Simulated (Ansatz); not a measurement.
Geometry optimisation, RHF/def2-SVP in Ansatz 0.2.0.

Input:

```yaml
crystal:
  periodic: [false, false, false]
  atoms:
    - { symbol: C, position_ang: [0.2801, -1.2356, -0.9877] }
    - { symbol: Si, position_ang: [-0.5207, -0.3045, 0.4405] }
    - { symbol: F, position_ang: [-2.131, -0.1753, 0.1602] }
    - { symbol: C, position_ang: [0.276, 1.379, 0.7277] }
    - { symbol: F, position_ang: [0.16271, 2.11961, -0.32506] }
    - { symbol: Cl, position_ang: [-0.46982, 2.15373, 2.15427] }
    - { symbol: H, position_ang: [0.0963, -0.642, -1.9295] }
    - { symbol: H, position_ang: [-0.1695, -2.1688, -1.1229] }
    - { symbol: H, position_ang: [1.3146, -1.2987, -0.8251] }
    - { symbol: H, position_ang: [-0.3541, -1.1501, 1.6779] }
    - { symbol: H, position_ang: [1.37665, 1.20142, 0.99286] }
basis:
  gaussian: { orbitals: def2-SVP }
hamiltonian:
  xc: hf
relax:
  f_tol: 0.015
  max_steps: 40
```

Run as:

```bash
$ ansatz run input.yaml --threads 2 --pin off --max-ram 3072MiB --backend cpu --events-out ev --progress --plain --runs-dir out
```

Question: Where does it end, and by what steps?

Answer: The forces met the threshold. After 6 steps the energy has fallen by 0.357 eV; Cl6 moved furthest, 0.14 Å.

```json
{"step": "0", "energy less start (eV)": "0.0000", "largest force component (eV/Å)": "3.349", "accepted": "yes"}
{"step": "1", "energy less start (eV)": "-0.2989", "largest force component (eV/Å)": "1.213", "accepted": "yes"}
{"step": "2", "energy less start (eV)": "-0.3491", "largest force component (eV/Å)": "0.334", "accepted": "yes"}
{"step": "3", "energy less start (eV)": "-0.3550", "largest force component (eV/Å)": "0.111", "accepted": "yes"}
{"step": "4", "energy less start (eV)": "-0.3564", "largest force component (eV/Å)": "0.046", "accepted": "yes"}
{"step": "5", "energy less start (eV)": "-0.3568", "largest force component (eV/Å)": "0.024", "accepted": "yes"}
{"step": "6", "energy less start (eV)": "-0.3570", "largest force component (eV/Å)": "0.009", "accepted": "yes"}
```

```xyz
11
Properties=species:S:1:pos:R:3
C 0.251 -1.195 -1.012
Si -0.496 -0.389 0.490
F -2.071 -0.175 0.242
C 0.286 1.333 0.756
F 0.221 2.055 -0.385
Cl -0.552 2.218 2.061
H 0.134 -0.551 -1.886
H -0.237 -2.149 -1.223
H 1.317 -1.386 -0.868
H -0.323 -1.163 1.730
H 1.330 1.280 1.058
```

Whether the end is a true minimum wasn't checked by a vibrational analysis.

Run time: 24 s on 2 threads of Intel(R) Xeon(R) Platinum 8375C CPU @ 2.90GHz (Ice Lake) (shared host), peak memory 0.28 GiB.
